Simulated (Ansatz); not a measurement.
H5BSi2, SMILES `B[SiH]=[SiH2]` (charge 0, multiplicity 1).

Cartesian coordinates (Å):
```xyz
8

B      1.6932    -0.2437     0.6694
Si     0.2862     0.5172    -0.4267
Si    -1.7063    -0.0705     0.1552
H      2.8539    -0.0291     0.4905
H      1.3518    -0.9619     1.5617
H      0.4133     1.4303    -1.5879
H     -1.9090    -0.9760     1.3092
H     -2.9832     0.3338    -0.4803
```
Charge 0, spin multiplicity 1.

Frozen-core energies in 6-31g from Ansatz (a quantum-chemistry and plane-wave program) at a geometry from PBE0-D3(BJ)/def2-TZVP; the HF reference has <S^2> = 0.00 (restricted, and unstable towards unrestricted orbitals) and the T1 diagnostic is 0.014.

| level | energy (Ha) |
|---|---|
| HF | -605.25732 |
| MP2 | -605.41976 |
| CCSD | -605.46302 |
| CCSD(T) | -605.46897 |

Q: Estimate the energies of CCSDT, CCSDT(Q) and CCSDTQ, and give each level's difference from CCSDTQ.

A: 
| level | energy (Ha) | difference from CCSDTQ (mHa) |
|---|---|---|
| MP2 | -605.41976 | 50.83 |
| CCSD | -605.46302 | 7.57 |
| CCSD(T) | -605.46897 | 1.62 |
| CCSDT | -605.47015 | 0.44 |
| CCSDT(Q) | -605.47056 | 0.03 |
| CCSDTQ | -605.47059 | 0.00 |
